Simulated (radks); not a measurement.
Results of a calculation; reference values are marked as such.
Problem. The mean radii <r> (bohr) of the occupied orbitals of an atom or ion are listed with their occupations. Level of theory: scalar-relativistic Kohn-Sham, PBE, spin-unpolarised, spherical densities, point nucleus (a radial shooting solver on a logarithmic mesh with Libxc functionals).

orbital  occ.     <r>
1s          2  0.1111
2s          2  0.5326
2p          4  0.4852

Name the element and its charge.

Solution. Z = 14, silicon, charge +6: Si6+ in [He] 2s2 2p4. The 1s radius gives Z: for a bare nucleus <r> = (2 gamma + 1)/(2Z) with gamma = sqrt(1 - (Z/c)^2), 0.1068 bohr for Z = 14, and screening makes it slightly larger (0.1111 here). The occupations add up to 8, and the charge is Z minus that.
